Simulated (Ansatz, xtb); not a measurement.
Isomers of C3H10Si4 in order of energy

4 gas-phase structures of C3H10Si4, from a drawn sample of its isomers (lower ones may exist). Each was relaxed with GFN2-xTB; where two conformers were screened, the lower at r2SCAN-D4/def2-SVP is listed:

A. `C#C[Si@H]1[SiH2][Si@H](C)[SiH2]1`, a singlet
B. `C#C[Si]1(C)[SiH2][SiH2][SiH2]1`, a singlet
C. `C#CC1[SiH2][SiH2][SiH2][SiH2]1`, a singlet
D. `CC#C[SiH]1[SiH2][SiH2][SiH2]1`, a singlet

Task: Make a reasoned guess at their ranking by r2SCAN-D4/def2-SVP single-point energy.

Result: Calculated order at r2SCAN-D4/def2-SVP: B (0.0), D (2.2), A (5.5), C (18.3) kJ/mol. Less than 1 kcal/mol parts B and D; D and A, so the order within those pairs means little.

Energies above the lowest of each column, in kJ/mol; the last columns are at PBE-D3(BJ)/def2-SVP geometries:

| structure | GFN2-xTB | HF/STO-3G | r2SCAN-D4/def2-SVP | PBE-D3(BJ)/def2-SVP | CCSD(T)/def2-SVP + ΔMP2/def2-TZVPP |
| --- | --- | --- | --- | --- | --- |
| B | 88.2 | 6.4 | 0.0 | 0.0 | 0.0 |
| D | 36.8 | 14.4 | 2.2 | 1.6 | 17.5 |
| A | 90.2 | 10.8 | 5.5 | 5.8 | 6.0 |
| C | 0.0 | 0.0 | 18.3 | 27.0 | 32.1 |

CCSD(T)/def2-SVP + ΔMP2/def2-TZVPP puts B lowest; GFN2-xTB picks C, HF/STO-3G picks C. CCSD(T)/def2-SVP + ΔMP2/def2-TZVPP orders those it was run on as B (0.0), A (6.0), D (17.5), C (32.1) kJ/mol. Flexible structures stand in one conformer each, not always the lowest. ΔMP2 is the change of the MP2 energy from the smaller to the larger basis.

Over these structures GFN2-xTB departs from r2SCAN-D4/def2-SVP by 39.1 kJ/mol on average once a common shift is removed. A GFN2-xTB relaxation took about 0.72 s and the r2SCAN-D4/def2-SVP energy about 4.2 s on a shared host (Ansatz 0.2.0, xtb 6.7.1).
